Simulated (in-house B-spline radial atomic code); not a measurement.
What moves the levels of the rubidium ion Rb⁺ ([Ar] 3d10 4s2 4p6)? Method: Dirac-Hartree-Fock, average of configuration, Fermi nucleus of rms radius 4.2036 fm. Calculated with an all-electron radial atomic-structure program (B-spline basis).

Baseline run (computed): total energy -2979.6658 hartree, 1s1/2 at -562.3371 hartree, 4p3/2 at -27.147 eV with <r> = 1.73 bohr.

Scaling the speed of light c (a factor of 100 is close to the non-relativistic limit):

```
c/c0  ΔE (hartree)  4p3/2 level (eV)  4p3/2 <r> (bohr)
 0.9       -10.171           -27.074             1.731
0.98       -1.7751          -27.1343             1.731
1.02        1.6667           -27.159              1.73
 1.5        23.401          -27.3154             1.729
 100        41.459          -27.4456             1.727
```

Changing the nucleus:

| nucleus | ΔE (eV) |
| --- | --- |
| Gaussian nucleus of rms radius 4.2036 fm | -0.00131 |
| uniform spherical nucleus of rms radius 4.2036 fm | 0.000662 |
| Gaussian nucleus of rms radius 0.01 fm | -0.746 |
| Fermi nucleus of rms radius 4.1195 fm | -0.0284 |
| Fermi nucleus of rms radius 4.2877 fm | 0.029 |

A larger nucleus binds the electrons less, roughly as the density at the nucleus times the change of the nuclear <r²>. At equal rms radius the shape enters only through higher moments. A radius of 0.01 fm is nearly a point.

Problem. The nuclear charge is raised by 0.1. What does the Hellmann-Feynman theorem predict for the energy, and what is found?

Solution. dE/dZ ≈ -Σ<1/r>, which is -194.332 at the start and -195.037 at the end; their mean times 0.1 is -19.468 hartree, and the two runs differ by -19.468 hartree.
